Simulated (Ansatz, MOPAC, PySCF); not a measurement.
Molecule: PbI, net charge 1, singlet state. SMILES: [Pb+][I]
Structure (B3LYP-D3(BJ)/def2-TZVP (Ansatz, an electronic-structure program) minimum search):
```xyz
2

Pb     0.0000     0.0000    -1.0593
I      0.0000     0.0000     1.6389
```
Charge +1, spin multiplicity 1.

Property: vertical ionisation energy to the doublet, in eV. Terms: spin-orbit terms left out; each state is the SCF solution reached for its charge and spin; valence correlation only (noble-gas shells and the d and f shells of earlier blocks); def2 sets with scalar-relativistic core potentials past Kr; UHF or UKS for open shells; LANL2DZ with its own core potentials from Na on. Ab initio and DFT rows: single points at B3LYP-D3(BJ) geometries (Ansatz). Semi-empirical rows: differences of heats of formation at the shared geometry for vertical values. The spin state of an ion or metal species was assumed, not searched.

| level | program | vertical ionisation energy to the doublet (eV) |
|---|---|---|
| AM1 | MOPAC | 14.34 |
| PM6 | MOPAC | 13.85 |
| MNDO | MOPAC | 14.10 |
| HF/LANL2DZ | Ansatz | 14.23 |
| PBE/LANL2DZ | Ansatz | 15.56 |
| B3LYP/LANL2DZ | Ansatz | 15.45 |
| M06-2X/LANL2DZ | PySCF | 15.45 |
| MP2/LANL2DZ | Ansatz | 14.68 |
| M06-2X/def2-TZVPD | PySCF | 15.48 |

No value to compare with is used here. The 8 habitual levels span 13.85 (PM6) to 15.56 eV (PBE/LANL2DZ); M06-2X/def2-TZVPD gives 15.48.

The levels are drawn from those run, B3LYP/6-31G* more often than the rest, none by its result; runs whose electronic state is in doubt are left out.
